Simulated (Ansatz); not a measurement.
Relaxation of CH$_{7}$FOSi$_{2}$ (12 atoms, charge 0, multiplicity 1), to a largest force component of 0.015 eV/Å in at most 40 steps.

Computed with RKS PBE/def2-SVP (Ansatz 0.2.0).

```xyz
12
Properties=species:S:1:pos:R:3
O -1.849 -0.144 1.924
C -1.256 0.152 0.655
Si -2.399 0.865 -0.599
Si -1.257 1.314 -2.582
F -0.483 -0.010 -3.059
H -1.818 -1.034 2.103
H -0.453 0.847 0.813
H -0.835 -0.776 0.214
H -3.056 2.091 -0.051
H -3.574 -0.081 -0.881
H -0.171 2.310 -2.204
H -2.112 1.832 -3.607
```

Task: Where does it end, and by what steps?

Result: The run converged. After 12 steps the energy has fallen by 0.437 eV; H6 moved furthest, 0.70 Å.

| step | energy less start (eV) | largest force component (eV/Å) | accepted |
| --- | --- | --- | --- |
| 0 | 0.0000 | 4.211 | yes |
| 1 | -0.3089 | 0.831 | yes |
| 2 | -0.3636 | 0.269 | yes |
| 3 | -0.3738 | 0.165 | yes |
| 4 | -0.3908 | 0.628 | yes |
| 5 | -0.4239 | 0.168 | yes |
| 6 | -0.4323 | 0.076 | yes |
| 7 | -0.4355 | 0.043 | yes |
| 8 | -0.4363 | 0.036 | yes |
| 9 | -0.4365 | 0.046 | yes |
| 10 | -0.4364 | 0.127 | no |
| 11 | -0.4369 | 0.023 | yes |
| 12 | -0.4370 | 0.002 | yes |

```xyz
12
Properties=species:S:1:pos:R:3
O -1.791 -0.248 1.967
C -1.122 0.114 0.764
Si -2.328 0.860 -0.535
Si -1.279 1.343 -2.590
F -0.545 -0.040 -3.112
H -2.420 -0.959 1.747
H -0.366 0.882 1.033
H -0.551 -0.732 0.307
H -2.972 2.111 0.005
H -3.422 -0.153 -0.773
H -0.215 2.400 -2.439
H -2.252 1.788 -3.649
```

Whether the end is a true minimum wasn't checked by a vibrational analysis.

Time of the run: 34 s on 2 threads of Arm Neoverse V1, on a shared host, peak memory 0.15 GiB.
